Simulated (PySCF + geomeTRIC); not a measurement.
Species: [Cd(NH2)2] (charge 0, multiplicity 1).

Question: Give a relaxed geometry from BP86-D3(BJ)/def2-SVP in PySCF + geomeTRIC.

Answer: This is not unique; one that fits is the end point of this relaxation, one of several conformers.
Cartesian coordinates (Å) in one orientation:
```xyz
7

Cd     0.026    -0.014     0.114
N      1.663     1.169     0.020
H      2.472     0.667    -0.378
H      1.963     1.466     0.961
N     -1.640    -1.142    -0.097
H     -2.490    -0.558    -0.136
H     -1.774    -1.766     0.713
```
